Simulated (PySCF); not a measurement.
A calculated (LDA, PySCF 2.14, x2c-QZVPPall, scalar relativity by spin-free X2C-1e) atom or ion has these occupied shells.

| shell | electrons | orbital energy (eV) | rms radius, mean of both spins (bohr) |
| --- | --- | --- | --- |
| 1s α | 1 | -3124.4 | 0.0995 |
| 1s β | 1 | -3124.0 | 0.0995 |
| 2s α | 1 | -311.19 | 0.453 |
| 2s β | 1 | -310.82 | 0.453 |
| 2p α | 3 | -245.16 | 0.421 |
| 2p β | 3 | -244.78 | 0.421 |
| 3s α | 1 | -37.836 | 1.46 |
| 3p α | 3 | -23.255 | 1.68 |
| 3p β | 3 | -22.199 | 1.68 |

Task: Name the element and its charge.

Result: Ar+ (argon, charge +1), in [Ne] 3s1 3p6, 2S determinant (an excited configuration).
